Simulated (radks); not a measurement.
Neutral magnesium inside a hard spherical wall (all orbitals vanish at R), configuration held at [Ne] 3s2 and not refilled when levels cross. Calculated with a radial shooting solver on a logarithmic mesh with Libxc functionals: scalar-relativistic Kohn-Sham, PBE, spin-polarised, spherical densities, finite nucleus; Fermi nuclear charge, rms radius 3.057 fm. Eigenvalues in eV for spin up, with the zero of energy where the potential of the charges vanishes at infinity; a dash marks a level that is unbound or too diffuse for the functional's potential to be trusted. A positive occupied level is held by the wall or, in an anion where self-interaction has pushed it up, behind a barrier. The pressure on the wall is -dE/dV.

R (bohr)  E (hartree)  kinetic (hartree)    e(1s)    e(2s)    e(2p)   e(3s)  e(3p, empty)  e(4s, empty)  pressure (GPa)
free       -200.27974            200.511  -1259.6  -79.845  -46.614  -4.705        -1.330             -               0
20         -200.27974            200.511  -1259.6  -79.845  -46.614  -4.705        -1.330             -        < 0.0001
10         -200.27923            200.516  -1259.6  -79.790  -46.558  -4.667        -1.190         1.710          0.0133
6          -200.24105            200.715  -1258.0  -78.278  -45.051  -3.428         0.928        11.339            2.66
5          -200.16758            200.995  -1256.3  -76.685  -43.465  -1.724         3.391        20.328            11.3
4          -199.94276            201.695  -1253.0  -73.746  -40.544   2.605         9.122        39.636            56.1
3.5        -199.67533            202.441  -1250.3  -71.410  -38.221   7.238        14.852        57.985             139
2.5        -197.98971            206.843  -1238.5  -62.448  -29.115  33.268        43.824        144.77            1300
2          -195.03668            214.403  -1221.7  -51.482  -17.416  74.010        84.643        259.44            5610
